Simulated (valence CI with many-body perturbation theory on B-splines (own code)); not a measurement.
**Basis-set convergence for Cu VIII**

Calculated by valence CI with perturbative core correlation (CI+MBPT): four valence electrons over a frozen Dirac-Fock core [Ar], a basis of 7 s, 7 p, 8 d, 6 f, 4 g, 1 h functions for each j, with the one-electron correlation potential Σ1, the two-electron term Σ2, the three-electron term Σ3, Breit, model QED; selected CI, second order for the rest, scaled by the run's own slope (own B-spline code, finite nucleus).

No measured spectrum was set against this ion. As an estimate, terms of the open shell hold to 2 to 4 % of their energy, and close levels can change places; different configurations can be misplaced against each other by 1,000 to 8,000 cm⁻¹. Only levels of the ground parity were solved; by the run's estimate the other parity begins above the list, which can be wrong where configurations are misplaced.

The reference run has the lowest level 3d4 5D_0 and an ionisation energy of 166.294 eV. Its largest variational space holds 16873 state functions.

Letters in brackets count levels of one name in rising energy.

Changed runs:
A. basis 6 s, 6 p, 5 d, 5 f, 1 g
B. basis 5 s, 5 p, 4 d, 4 f

Excitation energies of the reference run in cm⁻¹, and shifts in cm⁻¹:

| Level | Reference | A | B |
| --- | --- | --- | --- |
| 3d4 5D_1 | 376 | -2.5 | -3.2 |
| 3d4 5D_2 | 1070 | -6.4 | -8.4 |
| 3d4 5D_3 | 2004 | -6.9 | -9.0 |
| 3d4 5D_4 | 3123 | -7.5 | -8.3 |
| 3d4 3P_0 [a] | 33134 | +444 | +980 |
| 3d4 3H_4 | 33615 | +230 | +863 |
| 3d4 3H_5 | 34437 | +219 | +854 |
| 3d4 3H_6 | 35201 | +216 | +849 |
| 3d4 3P_1 [a] | 35445 | +432 | +979 |
| 3d4 3F_3 [a] | 37593 | +345 | +943 |
| 3d4 3F_2 [a] | 37635 | +354 | +941 |
| 3d4 3F_4 [a] | 37936 | +342 | +942 |
| Ionisation energy (eV) | 166.294 | -0.097 | -0.133 |
